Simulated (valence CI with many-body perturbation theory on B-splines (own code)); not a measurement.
## Pr LIII: magnetic and hyperfine properties of the levels

Calculated by configuration interaction combined with many-body perturbation theory (CI+MBPT): five valence electrons over a frozen Dirac-Fock core [He], a basis of 9 s, 9 p, 8 d, 6 f, 3 g, 1 h functions for each j, with the one-electron correlation potential Σ1 (screened to all orders), the two-electron term Σ2, the three-electron term Σ3, Breit, model QED; selected single and double excitations, second order for the rest (own B-spline code, finite nucleus).

No measured spectrum was set against this ion. As an estimate, large intervals hold to a few tenths of a per cent, small ones and those within an open d or f shell to about a per cent. Among the levels kept, up to 1200 cm⁻¹ of a level comes from second order outside the variational space, and about a tenth of that is noise between levels of different J, which matters for small intervals.

A/g_I is the dipole constant over the nuclear g factor μ/I (μ in nuclear magnetons, uniformly magnetised nucleus), B/Q the quadrupole constant per barn. Both hold the static response of the core; the bare values leave it out. Large factors of s and p1/2 electrons are usually good to 5 to 10 %; those of open d and f shells near neutrality can be off by tens of per cent, and small factors of p3/2, d and f electrons come from cancelling terms and can be off by a factor of two or in sign, in half-filled shells by more. B is blank for J = 1/2, where it vanishes, and for nearly pure S terms. Energies count from the lowest level.

Levels are named by their leading jj configuration (3d3/2^4 stands for four electrons in 3d with j = 3/2), which in mixed levels can hold well under half, so a name can repeat and another be missing. Letters in brackets count levels of one name in rising energy.

```csv
Level,E (× 10³ cm⁻¹),g,A/g_I (MHz),A/g_I bare,B/Q (MHz/b),B/Q bare
(2s^2 2p1/2^2 2p3/2) J=3/2,0.00,1.343,384000,395000,723000,724000
(2s^2 2p1/2 2p3/2^2) J=3/2,3917.0,1.441,-81400,-66500,75400,75500
(2s^2 2p1/2 2p3/2^2) J=5/2,4088.2,1.177,882000,887000,-2760,-2770
(2s^2 2p1/2 2p3/2^2) J=1/2,4379.0,0.636,2820000,2800000,,
(2s 2p1/2^2 2p3/2^2) J=5/2,5908.2,1.470,2040000,2040000,169000,169000
(2s 2p1/2^2 2p3/2^2) J=1/2,6534.7,2.061,8600000,8500000,,
(2s 2p1/2^2 2p3/2^2) J=3/2,6547.0,1.190,-1240000,-1200000,-151000,-151000
(2s^2 2p3/2^3) J=3/2,8306.6,1.287,409000,418000,-800000,-802000
(2s 2p1/2 2p3/2^3) J=3/2 [a],9998.9,1.572,2040000,2030000,-594000,-595000
(2s 2p1/2 2p3/2^3) J=5/2,10283,1.284,2550000,2530000,-933000,-934000
(2s 2p1/2 2p3/2^3) J=1/2,10631,1.394,-3020000,-2950000,,
(2s 2p1/2 2p3/2^3) J=3/2 [b],10716,1.040,131000,151000,-175000,-175000
(2p1/2^2 2p3/2^3) J=3/2,12915,1.312,377000,395000,-758000,-760000
(2s 2p3/2^4) J=1/2,14685,1.809,8680000,8560000,,
(2p1/2 2p3/2^4) J=1/2,17019,0.636,2820000,2800000,,
(2s^2 2p1/2^2 3s) J=1/2,44502,2.008,2470000,2450000,,
(2s^2 2p1/2^2 3p1/2) J=1/2,45105,0.654,815000,810000,,
(2s^2 2p1/2^2 3p3/2) J=3/2,46373,1.328,113000,116000,209000,209000
(2s^2 2p1/2^2 3d3/2) J=3/2,46942,0.785,65500,65400,34400,34800
(2s^2 2p1/2^2 3d5/2) J=5/2,47341,1.194,24400,24500,26500,26900
(2s^2 2p1/2 2p3/2 3s) J=3/2 [a],48485,1.665,604000,609000,482000,483000
(2s^2 2p1/2 2p3/2 3s) J=1/2,48549,1.299,-1100000,-1070000,,
(2s^2 2p1/2 2p3/2 3s) J=5/2,48629,1.325,1300000,1300000,683000,685000
(2s^2 2p1/2 2p3/2 3s) J=3/2 [b],48669,0.974,801000,809000,415000,416000
(2s^2 2p1/2 2p3/2 3p1/2) J=1/2,49082,1.726,-546000,-522000,,
(2s^2 2p1/2 2p3/2 3p1/2) J=3/2 [a],49129,1.139,596000,602000,144000,144000
(2s^2 2p1/2 2p3/2 3p1/2) J=5/2,49231,1.066,972000,974000,676000,677000
(2s^2 2p1/2 2p3/2 3p1/2) J=3/2 [b],49459,1.328,590000,600000,716000,717000
(2s 2p1/2^2 2p3/2 3s) J=5/2,50132,1.553,1590000,1580000,789000,791000
(2s^2 2p1/2 2p3/2 3p3/2) J=1/2 [a],50308,1.596,-731000,-716000,,
(2s 2p1/2^2 2p3/2 3s) J=3/2 [a],50332,1.433,2120000,2110000,287000,288000
(2s^2 2p1/2 2p3/2 3p3/2) J=3/2 [a],50366,1.177,814000,814000,-467000,-468000
(2s^2 2p1/2 2p3/2 3p3/2) J=5/2 [a],50368,1.473,741000,743000,644000,645000
(2s^2 2p1/2 2p3/2 3p3/2) J=7/2,50423,1.231,624000,627000,905000,907000
(2s^2 2p1/2 2p3/2 3p3/2) J=3/2 [b],50560,1.412,579000,585000,280000,281000
(2s^2 2p1/2 2p3/2 3p3/2) J=5/2 [b],50601,1.203,796000,798000,134000,134000
(2s^2 2p1/2 2p3/2 3p3/2) J=1/2 [b],50663,0.666,1420000,1420000,,
(2s 2p1/2^2 2p3/2 3p1/2) J=3/2 [a],50859,1.662,2580000,2570000,438000,439000
(2s 2p1/2^2 2p3/2 3p1/2) J=5/2,50862,1.348,1890000,1880000,679000,681000
(2s 2p1/2^2 2p3/2 3s) J=3/2 [b],50878,1.378,-483000,-459000,518000,519000
```

Q: Take the isotope of mass number 141, with I = 5/2, μ = 4.266 μN and Q = -0.0589 b. What is the hyperfine structure of (2s 2p1/2^2 2p3/2^2) J=3/2?

A: From the table A = -2120000 MHz, B = 8870 MHz. Shifts from the centre of gravity in MHz: F = 1: 1.11e+07, F = 2: 6890000, F = 3: 525000, F = 4: -7950000.
